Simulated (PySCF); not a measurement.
**Different ions with Br ligands: square pyramidal complexes compared**

All values are computed with PySCF: state-averaged CASSCF of the d shell with SC-NEVPT2, spin-free X2C, triple-zeta basis on the metal and double-zeta on the ligands, mean-field spin-orbit coupling; model geometries with bond lengths from ionic radii.

```tsv
complex	point group	M–L / Å	L–M–L / ° (cis)	solvent
[VBr5]3-	C4v	2.59	88–100	water
[CoBr5]3-	C4v	2.54	88–100	water
[TiBr5]2-	C4v	2.47	88–100	water
[TiBr5]3-	C4v	2.66	88–100	water
[CrBr5]3-	C4v	2.60	88–100	water
```

(1) Rank by the nephelauxetic ratio at CASSCF level, lowest first.
A. [CrBr5]3-
B. [VBr5]3-
C. [TiBr5]3-
D. [CoBr5]3-

(2) Rank by the spin-orbit constant ζ, lowest first.
A. [CrBr5]3-
B. [VBr5]3-
C. [CoBr5]3-
D. [TiBr5]3-
E. [TiBr5]2-

(3) What are the ground states and moments?

In [TiBr5]2-, [TiBr5]3- the next state lies within 300 cm⁻¹ of the lowest, inside the method's error, so which of them is lowest is undecided.

The square pyramidal shape is imposed. Real complexes may take another, with another ground state.

Results:

(1) C (0.893), B (0.908), A (0.927), D (0.950).

(2) E (68 cm⁻¹), D (85 cm⁻¹), B (136 cm⁻¹), A (204 cm⁻¹), C (493 cm⁻¹).

(3) 
```json
{"complex": "[VBr5]3-", "shell": "d3", "ground state (NEVPT2)": "4B1", "total orbital splitting (CASSCF fit) / cm⁻¹": "8249", "μeff(300 K) / μB": "3.86"}
{"complex": "[CoBr5]3-", "shell": "d7", "ground state (NEVPT2)": "4E", "total orbital splitting (CASSCF fit) / cm⁻¹": "5430", "μeff(300 K) / μB": "5.55"}
{"complex": "[TiBr5]2-", "shell": "d1", "ground state (NEVPT2)": "2E", "total orbital splitting (CASSCF fit) / cm⁻¹": "13708", "μeff(300 K) / μB": "1.84"}
{"complex": "[TiBr5]3-", "shell": "d2", "ground state (NEVPT2)": "3E", "total orbital splitting (CASSCF fit) / cm⁻¹": "8554", "μeff(300 K) / μB": "3.04"}
{"complex": "[CrBr5]3-", "shell": "d4", "ground state (NEVPT2)": "5B1", "total orbital splitting (CASSCF fit) / cm⁻¹": "7013", "μeff(300 K) / μB": "4.88"}
```
